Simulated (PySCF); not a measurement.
Static polarisabilities and like-pair C6 coefficients by linear response at CAM-B3LYP/def2-SVPD (PySCF, frozen core in the response, non-relativistic, gas phase), PBE0-D3(BJ)/def2-SVP geometries, one conformer each; atomic units unless stated. Spin–orbit coupling is left out although an atom past zinc is present.

| label | species | α | C6 |
| --- | --- | --- | --- |
| P | `CC#CCNC(C)=O` | 84.9 | 2949 |
| Q | `C[S][GeH]1[O]CC[O]1` | 89.8 | 3219 |
| R | `CC(C)(C)CCO` | 79.5 | 2878 |
| S | `C#[C][GeH2][N]=C` | 70.5 | 1783 |
| T | `COc1cc(OC)[se]n1` | 100.4 | 3941 |
| U | `C(=C\C=C)/NC(=O)C` | 100.6 | 3330 |

Q: Estimate the unlike-pair coefficients by the rule C6(AB) = 2·C6(AA)·C6(BB) / [C6(AA)·αB/αA + C6(BB)·αA/αB], and compare with the geometric mean, for PR, PS, QS, QU, RS, RT, RU and TU.

A: 
```
pair  combination rule  geometric mean  ratio
  PR              2909            2913  0.999
  PS              2288            2293  0.998
  QS              2392            2396  0.999
  QU              3259            3274  0.995
  RS              2249            2265  0.993
  RT              3358            3368  0.997
  RU              3055            3096  0.987
  TU              3609            3622  0.996
```

The rule is exact for one-pole polarisabilities and never exceeds the geometric mean; the two meet where both partners have the same effective excitation energy. These unlike-pair values are estimates, not computed integrals.
